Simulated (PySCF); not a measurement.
A side-by-side comparison of computed properties.

First species: C5H10FNSi2.
InChI=1S/C5H10FNSi2/c1-2-4(5(6)8)9-3-7/h2,4-5H,1,9H2,8H3/t4-,5-/m1/s1

Second species: Dichlorofluoromethane, CHCl2F.
Structure used (GFN2-xTB), in Å, numbered top down from 1:
```xyz
5
CHCl2F angstrom
F     -0.0661    1.1471   -0.7700
C      0.0037    0.1035    0.0700
Cl     1.4648   -0.8339   -0.2893
Cl    -1.4472   -0.8963   -0.1248
H      0.0534    0.4825    1.0969
```

Levels: PBE0/pcSseg-1 for dipole moment, HOMO energy, LUMO energy and HOMO–LUMO gap; GFN2-xTB for rotational constant A and rotational constant C. Geometries: GFN2-xTB. All species are isolated and taken at one optimised geometry, non-relativistic unless stated. Electronic properties by PySCF.

The conformers computed, where there is a choice (atom-mapped SMILES and torsion angles):
- `[CH2:1]=[CH:2][C@@H:3]([SiH2:4][C:5]#[N:6])[C@H:7]([F:8])[SiH3:9]`: C1–C2–C3–Si4 103°, C2–C3–Si4–C5 -70°, C2–C3–C7–F8 -91°

Values for the first species:

- Dipole moment: 3.69 D
- HOMO energy: -7.71 eV
- LUMO energy: -0.48 eV
- HOMO–LUMO gap: 7.23 eV
- Rotational constant A: 1.565 GHz
- Rotational constant C: 0.611 GHz

(1) Estimate the same properties for the second species, and the change in each.

## Answers

(1) 
```json
{"property": "dipole moment", "first": "3.69 D", "second": "1.43 D", "second less first": "-2.26 D"}
{"property": "HOMO energy", "first": "-7.71 eV", "second": "-9.22 eV", "second less first": "-1.51 eV"}
{"property": "LUMO energy", "first": "-0.48 eV", "second": "-0.42 eV", "second less first": "+0.06 eV"}
{"property": "HOMO–LUMO gap", "first": "7.23 eV", "second": "8.80 eV", "second less first": "+1.57 eV"}
{"property": "rotational constant A", "first": "1.565 GHz", "second": "6.954 GHz", "second less first": "+5.389 GHz"}
{"property": "rotational constant C", "first": "0.611 GHz", "second": "2.337 GHz", "second less first": "+1.726 GHz"}
```

On the first: In atomic units the dipole is 1.45 e·bohr (1 au = 2.5417 D).

On the second: In atomic units the dipole is 0.56 e·bohr (1 au = 2.5417 D).
